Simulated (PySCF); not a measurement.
Geometry:
```
atom   x (Å)   y (Å)   z (Å)
 Al1   2.010   0.011   0.313
  H2   2.920   0.449  -0.898
  H3   2.447  -0.420   1.765
  F4   0.688   1.257   0.486
 Al5  -1.091   1.652   0.382
  H6  -1.280   2.678  -0.799
  H7  -1.644   1.730   1.857
  F8  -1.486  -0.010  -0.261
 Al9  -0.892  -1.682  -0.686
 H10  -1.005  -1.840  -2.250
 H11  -1.390  -2.662   0.445
 F12   0.838  -1.245  -0.304
```

Geometry: PBE0-D3(BJ)/def2-SVP; GIAO shifts from PySCF, gas phase, non-relativistic, averaged over equivalent atoms.

At PBE/pcSseg-1 (pcSseg-2 on Al) (210 basis functions, 80 s wall time on 1 thread of an Intel Xeon, shared host):
| atoms | δ (ppm) |
| --- | --- |
| Al1/Al5/Al9 | 144.4 |
| H2/H3/H6/H7/H10/H11 | 4.50 |
| F4/F8/F12 | -196.0 |

Shifts are taken against calculated references (same method and geometry level): [Al(H2O)6]3+ for 27Al (σref 560.82); TMS for 1H (σref 31.20); 19F (σref 144.73) against CFCl3.

Problem. What do these become at B3LYP/pcSseg-1 (pcSseg-2 on Al)?

Solution. 
```json
{"atoms": "Al1/Al5/Al9", "δ at B3LYP/pcSseg-1 (pcSseg-2 on Al)": "143.8", "change": "-0.6"}
{"atoms": "H2/H3/H6/H7/H10/H11", "δ at B3LYP/pcSseg-1 (pcSseg-2 on Al)": "4.26", "change": "-0.24"}
{"atoms": "F4/F8/F12", "δ at B3LYP/pcSseg-1 (pcSseg-2 on Al)": "-180.1", "change": "+15.9"}
```

Referencing at the same level of theory: 27Al (σref 571.15) vs [Al(H2O)6]3+; TMS for 1H (σref 31.38); 19F (σref 171.94) vs CFCl3.

The largest change is at F4/F8/F12 (fluorine bonded to 2 Al). Cost: 210 basis functions, 58 s wall time on 1 thread of an Intel Xeon, shared host.

Unscaled 19F shifts against computed CFCl3 carry errors that often reach 10 to 50 ppm.
